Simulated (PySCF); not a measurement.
An unknown is described by computed data only.

Elements present: B, C, H and S. Monoisotopic mass: 86.0362 u.

| Item | Value |
| --- | --- |
| 1H NMR | chemical shifts (computed TMS as zero) by class: 8.05 (1 H), 7.11 (1 H), 6.23 (2 H), 2.31 (3 H) ppm [GIAO CAM-B3LYP/pcSseg-2] |
| Rotational structure | rotational constants A, B, C: 14.007, 1.838, 1.642 GHz [PBE0-D3(BJ)/def2-SVP] |
| NMR, other nuclei | isotropic shieldings of nuclei other than C and H, by class: 28 (1 B), 414 (1 S) ppm [GIAO CAM-B3LYP/pcSseg-2] |
| Dipole | 3.30 D [B3LYP/def2-SVPD] |
| 13C NMR | chemical shifts (computed TMS as zero) by class: 197.7 (1 C), 145.7 (1 C), 20.1 (1 C) ppm [GIAO CAM-B3LYP/pcSseg-2] |
| Polarisability | 84.3 au [B3LYP/def2-SVPD] |
| UV, first state | lowest singlet excitation: 4.40 eV (282 nm, f = 0.435) [TDDFT B3LYP/def2-SVPD] |

Gas-phase values; electronic properties from PySCF, density fitting. Levels stand in brackets. Isolated species at its PBE0-D3(BJ)/def2-SVP geometry (one conformer only). Each NMR value is the plain mean over a class of atoms that symmetry, rotation or inversion makes alike.

Question: Which formula fits the mass and the elements?

Answer: C3H7BS (calculated 86.0362). No other formula that holds each of these elements comes within 0.0003 u with a fitting electron parity and a possible valence count.

Question: What is the compound? Reason from the data.

Answer: Numbering: `[BH2:1]/[CH:2]=[CH:3]/[S:4][CH3:5]`. 3 carbons fall into 3 classes; from least to most shielded: alkene CH carbon [C3] (197.7 ppm), alkene CH carbon [C2] (145.7 ppm), S-methyl carbon [C5] (20.1 ppm). Hydrogen classes from least to most shielded: 1 H on an alkene CH carbon, C3 (8.05 ppm), 1 H on an alkene CH carbon, C2 (7.11 ppm), 2 H on a three-coordinate boron, B1 (6.23 ppm), 3 H on an S-methyl carbon, C5 (2.31 ppm, a mean of values up to 0.6 ppm apart in this geometry). The other shieldings belong to: 28 ppm, three-coordinate boron [B1]; 414 ppm, sulfide sulfur [S4]. S1 is mainly HOMO→LUMO (weight 0.97); the largest Löwdin shares of the orbital it empties are 0.42 on the sulfide sulfur, 0.23 on an alkene CH carbon, 0.14 on an alkene CH carbon and 0.08 on the three-coordinate boron, of the orbital it fills 0.31 on the three-coordinate boron, 0.27 on an alkene CH carbon, 0.15 on an alkene CH carbon and 0.13 on the sulfide sulfur. The optimised geometry has point group Cs and is an asymmetric top. Structure: `B/C=C/SC`. Computed isomers that give other values at the same levels: `C=CBSC` (lowest singlet excitation: 5.03 eV (246 nm, f = 0.383)). The assignments are read from this structure; whether some other isomer fits the data as well wasn't checked.

Shape of the structure used: `[BH2:1]/[CH:2]=[CH:3]/[S:4][CH3:5]`: C2–C3–S4–C5 180°.
